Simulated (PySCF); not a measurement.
## Static response to an electric field

Compound: C₄H₉FO₃Se.
Geometry (PBE0-D3(BJ)/def2-SVP, Å), atoms numbered from 1 in this order:
```
atom  x, y, z in Å
C1    -2.9850   -0.3642   -0.0138
C2    -1.5393    0.0872   -0.0043
Se3   -0.4429   -1.2477   -0.8728
O4    -0.4247   -2.5921    0.0119
O5    -0.8169   -1.2882   -2.4370
C6     1.3568   -0.4343   -0.6895
F7     1.3840    0.7034   -1.4364
O8     1.5125   -0.1814    0.6257
C9     2.8394    0.0788    1.0450
H10   -3.1008   -1.3133    0.5292
H11   -3.3414   -0.5073   -1.0443
H12   -3.6189    0.3928    0.4709
H13   -1.3628    1.0083   -0.5791
H14   -1.1118    0.1931    1.0028
H15    2.0902   -1.1503   -1.1080
H16    3.2355    0.9875    0.5651
H17    3.4960   -0.7775    0.8140
H18    2.8079    0.2249    2.1312
```

Level: CAM-B3LYP/def2-SVPD (PySCF), static field, nuclei fixed, core orbitals frozen in the response. The polarisability tensor in these axes (au):

```
x   103.88   1.53   3.80
y     1.53  82.73   2.38
z     3.80   2.38  85.85
```

What are the eigenvalues, a third of the trace, and Δα (Δα² = ½Σ(αi − αj)² over the three pairs)?

Principal values 81.44, 86.20 and 104.83 au; mean 90.82 au = 13.46 Å³ = 14.97 × 10⁻⁴⁰ C²·m²/J; Δα = 21.41 au (24 % of the mean).

What is the dipole moment, and where does it point?

(2.11, 3.76, 3.36) D, 5.46 D in size, pointing from the negative to the positive side. Measured along this direction, the outermost atoms are O5 at the negative end and H18 at the positive end.

Directions of the eigenvectors, and the extent of the frame along each?

Largest value along (0.97, 0.09, 0.21), where the nuclei span 7.02 Å; middle along (-0.22, 0.48, 0.85), 3.90 Å; least along (0.02, 0.87, -0.49), 3.62 Å. The response follows the extents in order.

How large is μ²/3kT at 500 K beside α?

In Gaussian units μ²/3kT = 144.07 Å³ against 13.46 Å³, a ratio of 10.71; the Debye molar polarisation (4π/3)N_A(α + μ²/3kT) is 397.4 cm³/mol, leaving out the vibrational part.

Form Σ f/ω² (atomic units) for the 10 lowest TDDFT singlets, given as eV and f, and set it beside the mean polarisability, which is this sum over all singlets: 6.60, 0.0686; 6.76, 0.0193; 6.93, 0.0006; 7.16, 0.0488; 7.50, 0.1764; 7.72, 0.0123; 7.84, 0.0124; 7.91, 0.0054; 8.07, 0.0019; 8.14, 0.0075.

They add up to 4.99 au, 5.5 % of the 90.82 au; the largest single term is 2.32 au, from the state at 7.50 eV. Terms in order: 1.17, 0.31, 0.01, 0.71, 2.32, 0.15, 0.15, 0.06, 0.02, 0.08 au. Higher excitations give the rest. The strengths listed sum to 0.353.

Molar refractivity from α?

Lorentz–Lorenz: R = (4π/3)N_A α = 2.5225 cm³/(mol·Å³) × 13.46 Å³ = 33.9 cm³/mol, in the limit of long wavelengths.

What would n − 1 = 2πNα be for an ideal gas of these molecules at 298.15 K and 1 atm, electronic part alone?

N = p/kT = 2.4615 × 10¹⁹ cm⁻³, so n − 1 = 2π × N × 13.46 × 10⁻²⁴ cm³ = 2081 × 10⁻⁶ at long wavelengths.

The structure is a single PBE0-D3(BJ)/def2-SVP conformer in the gas phase; no vibrational or solvent corrections. The calculation is non-relativistic, for selenium too.
